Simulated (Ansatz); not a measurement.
Bond stretch in SiH (cation, charge +1), singlet.

- RKS-PBE = restricted PBE/aug-cc-pVDZ (Ansatz, a program for electronic structure)
- UKS-PBE = unrestricted PBE/aug-cc-pVDZ in Ansatz
- UKS-B3LYP = unrestricted B3LYP/aug-cc-pVDZ (Ansatz)
- FCI = full CI/aug-cc-pVDZ, frozen core in Ansatz

Energies relative to the lowest point of each curve near equilibrium, in mEh; the last columns give the error against full CI:

```json
[
 {"R / Å": "1.23", "RKS-PBE": "44.6", "UKS-PBE": "44.6", "UKS-B3LYP": "41.4", "FCI": "40.4", "RKS-PBE − FCI": "4.2", "UKS-PBE − FCI": "4.2", "UKS-B3LYP − FCI": "1.0"},
 {"R / Å": "1.28", "RKS-PBE": "29.3", "UKS-PBE": "29.3", "UKS-B3LYP": "26.7", "FCI": "25.7", "RKS-PBE − FCI": "3.6", "UKS-PBE − FCI": "3.6", "UKS-B3LYP − FCI": "0.9"},
 {"R / Å": "1.39", "RKS-PBE": "8.6", "UKS-PBE": "8.6", "UKS-B3LYP": "7.2", "FCI": "6.6", "RKS-PBE − FCI": "2.0", "UKS-PBE − FCI": "2.0", "UKS-B3LYP − FCI": "0.6"},
 {"R / Å": "1.42", "RKS-PBE": "5.4", "UKS-PBE": "5.4", "UKS-B3LYP": "4.3", "FCI": "3.8", "RKS-PBE − FCI": "1.6", "UKS-PBE − FCI": "1.6", "UKS-B3LYP − FCI": "0.4"},
 {"R / Å": "1.46", "RKS-PBE": "2.4", "UKS-PBE": "2.4", "UKS-B3LYP": "1.7", "FCI": "1.4", "RKS-PBE − FCI": "1.0", "UKS-PBE − FCI": "1.0", "UKS-B3LYP − FCI": "0.3"},
 {"R / Å": "1.52", "RKS-PBE": "0.2", "UKS-PBE": "0.2", "UKS-B3LYP": "0.0", "FCI": "0.0", "RKS-PBE − FCI": "0.2", "UKS-PBE − FCI": "0.2", "UKS-B3LYP − FCI": "0.0"},
 {"R / Å": "1.57", "RKS-PBE": "0.0", "UKS-PBE": "0.0", "UKS-B3LYP": "0.3", "FCI": "0.5", "RKS-PBE − FCI": "-0.5", "UKS-PBE − FCI": "-0.5", "UKS-B3LYP − FCI": "-0.2"},
 {"R / Å": "1.63", "RKS-PBE": "1.4", "UKS-PBE": "1.4", "UKS-B3LYP": "2.3", "FCI": "2.7", "RKS-PBE − FCI": "-1.3", "UKS-PBE − FCI": "-1.3", "UKS-B3LYP − FCI": "-0.4"},
 {"R / Å": "1.64", "RKS-PBE": "1.8", "UKS-PBE": "1.8", "UKS-B3LYP": "2.8", "FCI": "3.2", "RKS-PBE − FCI": "-1.4", "UKS-PBE − FCI": "-1.4", "UKS-B3LYP − FCI": "-0.5"},
 {"R / Å": "1.80", "RKS-PBE": "12.0", "UKS-PBE": "12.0", "UKS-B3LYP": "14.3", "FCI": "15.1", "RKS-PBE − FCI": "-3.1", "UKS-PBE − FCI": "-3.1", "UKS-B3LYP − FCI": "-0.8"},
 {"R / Å": "1.85", "RKS-PBE": "16.3", "UKS-PBE": "16.3", "UKS-B3LYP": "19.0", "FCI": "19.7", "RKS-PBE − FCI": "-3.5", "UKS-PBE − FCI": "-3.5", "UKS-B3LYP − FCI": "-0.8"},
 {"R / Å": "2.03", "RKS-PBE": "33.7", "UKS-PBE": "33.7", "UKS-B3LYP": "37.8", "FCI": "37.8", "RKS-PBE − FCI": "-4.1", "UKS-PBE − FCI": "-4.1", "UKS-B3LYP − FCI": "0.0"},
 {"R / Å": "2.28", "RKS-PBE": "59.4", "UKS-PBE": "59.4", "UKS-B3LYP": "65.1", "FCI": "62.0", "RKS-PBE − FCI": "-2.6", "UKS-PBE − FCI": "-2.6", "UKS-B3LYP − FCI": "3.1"},
 {"R / Å": "2.53", "RKS-PBE": "83.2", "UKS-PBE": "83.2", "UKS-B3LYP": "88.5", "FCI": "81.6", "RKS-PBE − FCI": "1.6", "UKS-PBE − FCI": "1.6", "UKS-B3LYP − FCI": "7.0"},
 {"R / Å": "2.72", "RKS-PBE": "98.9", "UKS-PBE": "96.0", "UKS-B3LYP": "99.6", "FCI": "92.6", "RKS-PBE − FCI": "6.3", "UKS-PBE − FCI": "3.4", "UKS-B3LYP − FCI": "7.0"},
 {"R / Å": "3.06", "RKS-PBE": "121.5", "UKS-PBE": "106.5", "UKS-B3LYP": "110.0", "FCI": "105.0", "RKS-PBE − FCI": "16.5", "UKS-PBE − FCI": "1.5", "UKS-B3LYP − FCI": "5.0"},
 {"R / Å": "3.32", "RKS-PBE": "134.4", "UKS-PBE": "109.6", "UKS-B3LYP": "113.8", "FCI": "110.1", "RKS-PBE − FCI": "24.3", "UKS-PBE − FCI": "-0.6", "UKS-B3LYP − FCI": "3.7"},
 {"R / Å": "3.77", "RKS-PBE": "149.6", "UKS-PBE": "112.2", "UKS-B3LYP": "116.9", "FCI": "114.2", "RKS-PBE − FCI": "35.4", "UKS-PBE − FCI": "-2.0", "UKS-B3LYP − FCI": "2.7"},
 {"R / Å": "4.14", "RKS-PBE": "157.2", "UKS-PBE": "113.5", "UKS-B3LYP": "118.1", "FCI": "115.5", "RKS-PBE − FCI": "41.7", "UKS-PBE − FCI": "-2.0", "UKS-B3LYP − FCI": "2.7"},
 {"R / Å": "4.54", "RKS-PBE": "162.0", "UKS-PBE": "114.2", "UKS-B3LYP": "118.9", "FCI": "116.1", "RKS-PBE − FCI": "45.9", "UKS-PBE − FCI": "-1.9", "UKS-B3LYP − FCI": "2.8"},
 {"R / Å": "5.32", "RKS-PBE": "165.7", "UKS-PBE": "114.5", "UKS-B3LYP": "119.5", "FCI": "116.4", "RKS-PBE − FCI": "49.2", "UKS-PBE − FCI": "-2.0", "UKS-B3LYP − FCI": "3.1"},
 {"R / Å": "6.07", "RKS-PBE": "166.1", "UKS-PBE": "113.9", "UKS-B3LYP": "119.7", "FCI": "116.6", "RKS-PBE − FCI": "49.5", "UKS-PBE − FCI": "-2.7", "UKS-B3LYP − FCI": "3.2"}
]
```

RKS-PBE is furthest from FCI at 6.07 (49.5 mEh, above); its mean absolute error over the points is 13.6 mEh.

UKS-PBE is furthest from FCI at 1.23 (4.2 mEh, above); its mean absolute error over the points is 2.1 mEh.

UKS-B3LYP is furthest from FCI at 2.72 (7.0 mEh, above); its mean absolute error over the points is 2.1 mEh.

The restricted form behind RKS-PBE keeps the bonding electrons paired and can't separate into open-shell fragments. The unrestricted solution behind UKS-PBE changes between 2.72 and 3.06 Å, which can leave a kink. The unrestricted determinant behind UKS-PBE is spin-contaminated at 2.72 to 6.07 Å (<S²> up to 1.0, against 0.00 for a pure singlet). The unrestricted determinant behind UKS-B3LYP is spin-contaminated at 2.53 to 6.07 Å (<S²> up to 1.0, against 0.00 for a pure singlet).
